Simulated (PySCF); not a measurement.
Ni(OH2)6 (H₁₂NiO₆), SMILES [OH2]->[Ni+2](<-[OH2])(<-[OH2])(<-[OH2])(<-[OH2])<-[OH2] (connectivity only; charge and spin as stated), charge +2, multiplicity 3. Coordinates come from a PBE-D3(BJ)/def2-SVP optimisation. The multiplicity is an assumed one; other spin states were not compared. The isomer is the one that the SMILES or the coordinates give; other isomers of the formula were not compared.

Computed with PySCF with PBE-D3(BJ)/def2-SVP.

Harmonic wavenumbers (cm⁻¹): 92, 111, 112, 113, 113, 116, 144, 144, 151, 215, 215, 262, 262, 276, 278, 278, 334, 343, 343, 374, 374, 374, 405, 405, 459, 470, 542, 551, 551, 587, 587, 592, 703, 1561, 1561, 1565, 1568, 1568, 1577, 3649, 3652, 3652, 3653, 3653, 3659, 3741, 3741, 3741, 3741, 3741, 3741. Rotational constants (GHz): 1.635, 1.445, 1.445; symmetry number 3.

Problem. Work out the zero-point energy and the ideal-gas rigid-rotor harmonic-oscillator thermochemistry at 298.15 K and 1 atm.

Solution. ZPE = ½ Σ hcν = ½ × 64638 cm⁻¹ = 386.62 kJ/mol. H − E(el) = 433.44 kJ/mol. Entropy in J/(mol K): translation 172.56, rotation 111.92, vibration 223.63, spin 9.13, total 517.25. G − E(el) = 279.23 kJ/mol. Cp = 252.32 J/(mol K). Modes under 150 cm⁻¹ make the vibrational entropy uncertain.
